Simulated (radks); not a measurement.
Results of a calculation; reference values are marked as such.
Cs4+, configuration [Kr] 4d10 5s1 5p4 (not the ground configuration). Level of theory: Dirac Kohn-Sham, PBE, spin-unpolarised, spherical densities, finite nucleus; open shells are shared between the two j in proportion to 2j + 1; Fermi nuclear charge, rms radius 4.8041 fm (a radial shooting solver on a logarithmic mesh with Libxc functionals).

Normalised radial functions P(r) = r R(r) (large component), r in bohr:

r,4p1/2,4d5/2
0.001208,0.0049,0.0000
0.001384,0.0059,0.0000
0.001598,0.0070,0.0000
0.001831,0.0084,0.0000
0.002097,0.0101,0.0000
0.002422,0.0122,0.0000
0.002775,0.0148,0.0001
0.003205,0.0181,0.0001
0.003672,0.0219,0.0001
0.00424,0.0270,0.0002
0.004858,0.0329,0.0003
0.005566,0.0402,0.0004
0.006428,0.0496,0.0006
0.007364,0.0607,0.0009
0.008505,0.0749,0.0014
0.009744,0.0914,0.0020
0.01116,0.1111,0.0029
0.01289,0.1362,0.0043
0.01477,0.1642,0.0062
0.01706,0.1988,0.0092
0.01954,0.2363,0.0132
0.02239,0.2782,0.0188
0.02586,0.3265,0.0272
0.02963,0.3742,0.0382
0.03421,0.4240,0.0541
0.0392,0.4666,0.0745
0.04527,0.5012,0.1030
0.05186,0.5173,0.1381
0.05942,0.5097,0.1823
0.06862,0.4674,0.2400
0.07862,0.3879,0.3048
0.0908,0.2574,0.3828
0.104,0.0915,0.4618
0.1192,-0.1073,0.5400
0.1376,-0.3346,0.6124
0.1577,-0.5376,0.6587
0.1821,-0.7023,0.6692
0.2086,-0.7731,0.6284
0.241,-0.7246,0.5190
0.2761,-0.5464,0.3478
0.3163,-0.2473,0.1147
0.3653,0.1635,-0.1826
0.4185,0.5811,-0.4834
0.4833,0.9782,-0.7849
0.5537,1.2448,-1.0163
0.6344,1.3636,-1.1642
0.7326,1.3208,-1.2114
0.8394,1.1509,-1.1546
0.9694,0.8927,-1.0088
1.111,0.6340,-0.8218
1.272,0.4064,-0.6206
1.469,0.2255,-0.4230
1.684,0.1145,-0.2698
1.944,0.0484,-0.1510
2.228,0.0184,-0.0779
2.572,0.0055,-0.0338
2.947,0.0014,-0.0133
3.377,0.0003,-0.0045
3.9,0.0000,-0.0011
4.468,0.0000,-0.0003
5.16,0.0000,0.0000
5.911,0.0000,0.0000

4p1/2: eigenvalue -214.91 eV, 2 radial nodes at r = 0.111, 0.346 bohr, <r> = 0.719 bohr, 90 % of the charge inside 1.05 bohr. 4d5/2: eigenvalue -117.60 eV, 1 radial node at r = 0.335 bohr, <r> = 0.835 bohr, 90 % of the charge inside 1.26 bohr.
